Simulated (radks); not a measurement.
The numbers below are computed, except where a source is named.
Problem. The mean radii <r> (bohr) of the occupied orbitals of an atom or ion are listed with their occupations. Level of theory: non-relativistic Kohn-Sham, TPSS, spin-unpolarised, spherical densities, point nucleus; meta-GGA in the generalised Kohn-Sham scheme (a radial shooting solver on a logarithmic mesh with Libxc functionals).

| orbital | occ. | <r> |
|---|---|---|
| 1s | 2 | 0.1204 |
| 2s | 2 | 0.6235 |
| 2p | 6 | 0.5981 |
| 3d | 1 | 3.362 |

Name the element and its charge.

Solution. Z = 13, aluminium, charge +2: Al2+ in [Ne] 3d1. The 1s radius gives Z: for a bare nucleus <r> = 1.5/Z, 0.1154 bohr for Z = 13, and screening makes it slightly larger (0.1204 here). The occupations add up to 11, and the charge is Z minus that.
